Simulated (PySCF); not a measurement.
C2H6OSi.

```xyz
10

C     -1.6677    -0.2705    -0.4876
Si    -0.3598     0.7329     0.4059
C      1.3399    -0.1582     0.1454
O      1.4194    -1.1836    -0.4945
H     -1.6896    -1.2968    -0.0892
H     -2.6702     0.1713    -0.3791
H     -1.4247    -0.3338    -1.5596
H     -0.2333     2.1247    -0.1242
H     -0.6053     0.8262     1.8775
H      2.2717     0.2894     0.6005
```

Geometry optimised at B3LYP-D3(BJ)/def2-SVP. One conformer was computed; it need not be the lowest.

These are B3LYP/pcSseg-1 in PySCF values and carry that method's errors. Non-relativistic, no solvent.

Question: Give the absolute GIAO shielding of each atom: isotropic value and principal components (ppm). (Estimate from the structure and the level; the computed values follow.)

Answer: 
```json
[
 {"atom": "C1", "σ(iso)": "190.6", "σ11": "183.6", "σ22": "193.4", "σ33": "194.7", "span": "11.1"},
 {"atom": "Si2", "σ(iso)": "392.1", "σ11": "347.1", "σ22": "372.9", "σ33": "456.3", "span": "109.3"},
 {"atom": "C3", "σ(iso)": "-66.1", "σ11": "-195.5", "σ22": "-89.5", "σ33": "86.9", "span": "282.4"},
 {"atom": "O4", "σ(iso)": "-612.3", "σ11": "-1675.5", "σ22": "-568.7", "σ33": "407.4", "span": "2082.9"},
 {"atom": "H5", "σ(iso)": "31.0", "σ11": "27.2", "σ22": "27.9", "σ33": "37.9", "span": "10.7"},
 {"atom": "H6", "σ(iso)": "31.3", "σ11": "27.1", "σ22": "28.5", "σ33": "38.4", "span": "11.3"},
 {"atom": "H7", "σ(iso)": "31.0", "σ11": "27.2", "σ22": "27.9", "σ33": "37.9", "span": "10.7"},
 {"atom": "H8", "σ(iso)": "27.2", "σ11": "24.3", "σ22": "25.8", "σ33": "31.5", "span": "7.3"},
 {"atom": "H9", "σ(iso)": "27.2", "σ11": "24.3", "σ22": "25.8", "σ33": "31.5", "span": "7.2"},
 {"atom": "H10", "σ(iso)": "19.3", "σ11": "13.8", "σ22": "20.1", "σ33": "23.9", "span": "10.1"}
]
```
